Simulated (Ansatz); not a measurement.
**Two structures, one formula**

The two ends of one reaction step of SiH5SeF, singlet (PBE0-D4/def2-TZVP).

A:

Si1  (-0.741, 0.355, -1.133)
F2  (0.839, 0.629, -1.087)
H3  (-0.969, -1.107, -1.189)
H4  (-1.362, 0.950, 0.072)
H5  (-1.263, 1.008, -2.358)
H6  (1.834, -0.659, 1.024)
Se7  (0.905, -1.236, 2.001)
H8  (0.757, 0.060, 2.670)
(Å)

B:

```
atom    x (Å)    y (Å)    z (Å)
 Si1  -1.1269   0.0448  -0.2382
  F2   2.5209  -0.1220  -1.0585
  H3  -1.3418  -1.1173  -1.1305
  H4  -2.3955   0.4377   0.4209
  H5  -0.5544   1.1922  -0.9782
  H6   2.0115  -0.3226  -0.2997
 Se7   0.3731  -0.7162   1.3268
  H8   0.5131   0.6034   1.9574
```

Program: Ansatz 0.2.0. Basis: def2-TZVPP. Cores are frozen in the correlated methods. Filled d shells of the heavier atoms are correlated. The def2 sets are not built for correlating such inner shells, so the correlated values are less sure here. B3LYP uses VWN-RPA correlation.

Task: Which structure is lower at CCSD(T), and by how much? (An estimate is asked for; the value comes from the calculation.)

Result: The calculation gives: A, by 13.65 kcal/mol (electronic energy, against the other). By their contacts, A is a complex of SiH₃F ([F][SiH3]) + H₂Se and B is a complex of SiH₄Se ([SiH3][SeH]) + HF.

All methods give the same order:

```
      method  E(B) − E(A) (kcal/mol)
       SPW92                    8.20
      PBE-D4                    8.88
     BLYP-D4                   13.04
   r2SCAN-D4                   12.51
      B97M-V                   15.47
     PBE0-D4                    9.77
    B3LYP-D4                   13.62
  r2SCAN0-D4                   12.36
    BHLYP-D4                   15.19
CAM-B3LYP-D4                   15.32
     wB97X-V                   13.74
     wB97M-V                   13.69
      B2PLYP                   14.26
    PBE-QIDH                   11.38
  RPA on PBE                   15.14
          HF                   19.39
         MP2                   12.63
        CCSD                   14.60
     CCSD(T)                   13.65
```

No T1 diagnostic of these runs exceeds 0.010.

Labels in which every atom is bracketed show which atoms are joined, not bond orders.

For scale, one of the runs: CCSD(T)/def2-TZVPP, 191 basis functions, launched by `ansatz run in.yaml --threads 4 --pin off --events-out ev --progress --plain --max-ram 9574MiB`. Hardware: 4 CPU threads of an AMD EPYC, shared host. Wall time 110 s; peak host memory 2.1 GiB.
